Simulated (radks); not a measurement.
The numbers below are computed, except where a source is named.
The indium ion In3+ is in [Kr] 4d10. Code: a radial shooting solver on a logarithmic mesh with Libxc functionals. Model: Dirac Kohn-Sham, relativistic LDA (MacDonald-Vosko exchange, VWN5 correlation), spin-unpolarised, spherical densities, finite nucleus; Fermi nuclear charge, rms radius of each element as measured or else 0.836 A^(1/3) + 0.57 fm. Sub-shells are occupied by j as written (lower j first in brackets). One electron is removed from 4p1/2, 4d3/2, 4p3/2, 4d5/2 in turn, with full relaxation. Which removal costs least, and what does each cost?

Answer. 4d5/2 56.252 eV; 4d3/2 57.208 eV; 4p3/2 115.17 eV; 4p1/2 122.04 eV. The 4d5/2 electron leaves first.
